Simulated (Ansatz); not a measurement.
Geometry optimisation, RHF/cc-pVDZ in Ansatz 0.2.0.

Input:

```yaml
crystal:
  periodic: [false, false, false]
  atoms:
    - { symbol: B, position_ang: [-0.859081, 0.197179, -0.326699] }
    - { symbol: "N", position_ang: [0.077521, 0.181585, 0.827644] }
    - { symbol: C, position_ang: [0.507525, -1.018787, 1.5102] }
    - { symbol: O, position_ang: [-1.205987, -0.908309, -1.038839] }
    - { symbol: O, position_ang: [-1.42168, 1.397137, -0.646359] }
    - { symbol: H, position_ang: [1.481547, 0.889832, -0.876234] }
    - { symbol: O, position_ang: [1.386598, 0.973582, -1.823174] }
    - { symbol: H, position_ang: [-0.005741, 0.973713, 1.433574] }
    - { symbol: H, position_ang: [0.857117, -1.760651, 0.788082] }
    - { symbol: H, position_ang: [-0.274748, -1.487608, 2.119956] }
    - { symbol: H, position_ang: [1.35483, -0.802103, 2.163137] }
    - { symbol: H, position_ang: [-0.734409, -1.693906, -0.81468] }
    - { symbol: H, position_ang: [-1.999859, 1.320542, -1.391117] }
    - { symbol: H, position_ang: [0.836368, 1.737695, -1.925492] }
basis:
  gaussian: { orbitals: cc-pVDZ }
hamiltonian:
  xc: hf
relax:
  f_tol: 0.03
  max_steps: 50
output:
  orbitals: {}
```

Launched with:

```bash
$ ansatz run input.yaml --threads 2 --pin off --max-ram 3072MiB --backend cpu --events-out ev --progress --plain --runs-dir out
```

**Question.** Where does it end, and by what steps?

**Answer.** The forces met the threshold. The force dipped under the threshold on the way, but the program's further checks kept it going. After 35 steps the energy has fallen by 0.231 eV; O7 moved furthest, 1.67 Å.

```csv
step,energy less start (eV),largest force component (eV/Å),accepted
0,0.0000,1.584,yes
2,-0.0936,0.689,yes
4,-0.1053,0.601,yes
6,-0.1196,0.091,yes
8,-0.1213,0.077,yes
10,-0.1218,0.219,no
12,-0.1229,0.281,no
14,-0.1243,0.063,yes
16,-0.1249,0.114,yes
18,-0.1256,0.027,yes
20,-0.1270,0.118,yes
22,-0.1234,0.287,no
24,-0.1305,0.137,yes
26,-0.1336,0.074,yes
28,-0.1365,0.885,yes
30,-0.1869,0.272,yes
32,0.0045,3.000,no
34,-0.2177,0.552,yes
35,-0.2310,0.028,yes
```

```xyz
14
Properties=species:S:1:pos:R:3
B -0.888 -0.165 -0.460
N 0.173 -0.164 0.463
C 0.441 -1.136 1.492
O -1.840 -1.144 -0.563
O -0.981 0.888 -1.345
H 2.059 1.803 -1.475
O 1.549 2.342 -0.887
H 0.768 0.640 0.467
H 0.077 -2.124 1.202
H -0.018 -0.880 2.454
H 1.515 -1.237 1.656
H -1.771 -1.833 0.076
H -1.736 0.806 -1.908
H 0.652 2.205 -1.173
```

Time of the run: 87 s on 2 threads of Arm Neoverse V1, on a shared host, peak memory 0.27 GiB.
